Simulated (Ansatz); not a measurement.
`[F][SnH]([F])[SiH3]` + `N=C=O` → `O=C=[N][SnH]([F])[F]` + SiH₄ at 600 K and 1 bar (cleavage of the Sn–Si bond).

Isolated molecules relaxed with PBE0-D4/def2-TZVP in Ansatz; ΔE leaves out vibrations. CCSD(T)/CBS is the MP2 limit (def2-TZVPP, def2-QZVPP) plus CCSD(T) − MP2 in def2-TZVPP, frozen cores. This one scheme is used for every species. def2 core potentials past Kr. For Sn outer-core shells are correlated without core-valence functions, which leaves a few kJ/mol of doubt a bond. Each species was taken in one conformer, which may not be the lowest.

```
               species  CCSD(T)/CBS energy (Eh)  H − E (kJ/mol)  S (J/(mol·K))
 `[F][SnH]([F])[SiH3]`               -705.15468           152.7          453.8
               `N=C=O`               -168.51995            83.3          274.5
`O=C=[N][SnH]([F])[F]`               -582.21667           121.8          465.0
                  SiH₄               -291.46306           108.7          242.3
```

H − E and S are ideal-gas, rigid-rotor, harmonic terms from PBE0-D4/def2-TZVP, for one conformer and one mirror image of each species. 1 Eh = 2625.50 kJ/mol, R = 8.31446 J/(mol·K).

By hand: ΔE, ΔH, ΔS and ΔG.

ΔE = (-582.21667) + (-291.46306) − (-705.15468) − (-168.51995) = -0.00510 Eh = -13.4 kJ/mol. Δ(H − E) = 121.8 + 108.7 − 152.7 − 83.3 = -5.5, so ΔH = -18.9 kJ/mol. ΔS = 465.0 + 242.3 − 453.8 − 274.5 = -21.0 J/(mol·K). ΔG = -18.9 − 600 × (-21.0)/1000 = -6.3 kJ/mol.

By hand: the equilibrium constant, and the temperature at which ΔG would vanish if ΔH and ΔS stayed fixed.

log₁₀ K = −ΔG/(RT ln 10) = 0.5. ΔG = 0 at ΔH/ΔS = 900 K.

TΔS isn't small against ΔH here. A doubt of 5 kJ/mol in ΔE shifts log₁₀ K by 0.4 here. Other conformers and mirror images would add mixing entropy, several J/(mol·K) or more a flexible species. Modes under 60 cm⁻¹, often nearly free rotors, make the harmonic entropy too high. These are equilibria of isolated gas molecules and say nothing of rates. Largest T1 diagnostic: 0.018 (customary marks: 0.02 for closed shells, 0.045 for open ones).
